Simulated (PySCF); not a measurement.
**Electron correlation in F²⁺ (fluorine, charge +2)**

[He] 2s2 2p3, high-spin 4S determinant. Computed with PySCF 2.14 in x2c-TZVPPall, with scalar relativity by spin-free X2C-1e. Frozen: 1s2; 5 electrons correlated.

MP2 pair energies summed by pair of shells (mhartree):

| pair | energy | share (%) |
| --- | --- | --- |
| 2s-2p | -64.66 | 66.6 |
| 2p-2p | -23.04 | 23.7 |
| 2s-2s | -9.45 | 9.7 |

Total MP2 correlation energy: -97.14 mhartree.

Same-spin part -27.99 and opposite-spin part -69.15 mhartree; SCS-MP2 scales them by 1/3 and 6/5 to -92.31 mhartree.
